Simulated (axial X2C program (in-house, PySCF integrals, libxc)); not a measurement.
Which molecule has these constants?

Calculated with an in-house relativistic program for diatomic molecules, spin-free (one-electron X2C) or two-component (2c: spin–orbit coupling with atomic mean-field Coulomb and Gaunt terms, which also bring small scalar terms), in Dyall basis sets with cores contracted in-house; open shells are unrestricted.

A two-component CCSD(T) calculation in a Dyall 3-zeta basis gave Re = 3.801 Å, ωe = 116.6 cm⁻¹, De = 1.04 eV, Ω = 0.

Question: Which molecule is it?
A. NaSr⁺
B. SrH⁺
C. LiSr⁺

Answer: A. The others have LiSr⁺ 3.449 Å and 224.4 cm⁻¹ (Ω = 0); SrH⁺ 2.039 Å and 1409.5 cm⁻¹ (Ω = 0).

Frozen shells (counts by l): NaSr⁺ Sr 4s3p1d, Na 2s1p, 2 electrons correlated; LiSr⁺ Sr 3s2p1d, Li 1s, 10 electrons correlated; SrH⁺ Sr 3s2p1d, H none, 10 electrons correlated. Coupled cluster in natural virtuals with an MP2 remainder. Where the outer core of a metal is frozen, bonds come out longer and ionisation energies lower.

Each entry is the lowest single determinant of a limited PBE0 search at one distance. De goes to single-determinant-based atoms at the same level (for ions the charge split of lowest energy) and is withheld (n/a) where an atom does not fit its ground term or J level. Main or longest-lived isotopes.
